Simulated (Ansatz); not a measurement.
```xyz
3

O     0.0049   -0.0480   -1.6952
C     0.0262   -0.0410   -0.5371
S    -0.0474   -0.0003    1.0222
```

Basis set: def2-TZVP (spherical functions). Correlated methods keep 7 orbitals frozen. Charge 0, multiplicity 1.

Computed with Ansatz (development build ahead of 0.2.0); each method stands on the lowest determinant of its kind that the runs found. Restricted open shells among the atoms or ions are ROHF, correlated in semicanonical orbitals with singles. Restricted functionals stand beside restricted open-shell atoms, which can lie above the unrestricted atoms usual in DFT and then raise those values.

Problem. Give the atomization energy at this shape (free ground-state atoms in the same class of orbitals less the molecule, no zero-point energy) of singlet COS by PBE0 (restricted), RHF-MP2, RHF.

Solution.

```tsv
method	atomization energy
PBE0 (restricted)	342.92 kcal/mol
RHF-MP2	343.70 kcal/mol
RHF	217.02 kcal/mol
```
